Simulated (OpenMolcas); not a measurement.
# Bi²⁺: the spin-orbit constant, worked from levels

```
Program             : OpenMolcas 26.06
Basis               : ANO-RCC-VQZP [9s8p6d4f3g]
Scalar Hamiltonian  : DKH2, point nucleus
Active space        : 3 electrons in 9 orbitals (RAS2 6s 6p; RAS3 6d, at most 2 electrons)
State averaging     : 2S+1 = 4 odd, 1 root; 2S+1 = 2 odd, 11 roots; 2S+1 = 4 even, 3 roots; 2S+1 = 2 even, 9 roots kept (CI in the orbitals of an earlier block)
Spin-orbit coupling : state interaction with AMFI integrals over the reference wave functions, term energies averaged over their components
```

Methods: RASSCF; MS-RASPT2, IPEA 0.25 Eh, imaginary shift 0.1 Eh (closed shells correlated: 5d). Measured levels: Moore, Atomic Energy Levels, vol. III, NSRDS-NBS 35 (1971 reprint of NBS Circular 467, 1958).

**The spin-orbit constant.** For the Hund term ²P° of p1, E(J) = (A/2) J(J+1) + constant and ζ = 2S·A = A. From J = 1/2 to J = 3/2 the energy changes by 1.5 A.

```csv
Source,E(3/2) - E(1/2),A,ζ
RASSCF,17699.6,11799.7,11800
MS-RASPT2,17766.4,11844.3,11844
measured,20788.0,13858.7,13859
```

All in cm-1. MS-RASPT2 is off by -14.5 % and RASSCF by -14.9 %. Both methods take the spin-orbit matrix elements from the reference wave functions, so the second can move ζ only through the term energies and any multistate remixing.

The run also gave levels led by 6s 6p 6d, which use shells meant for correlation; these and all levels above them are left out. Spin-orbit splittings of 6p shells tend to come out small when the coupling is added on scalar orbitals. Measured partners are found by configuration, term and J. A level has none where our copy of the source lacks it or the pairing is in doubt (some pairs that miss far off the trend of their configuration count as doubtful), and it then counts in no deviation. Only configurations of the active space appear.

° marks odd parity.
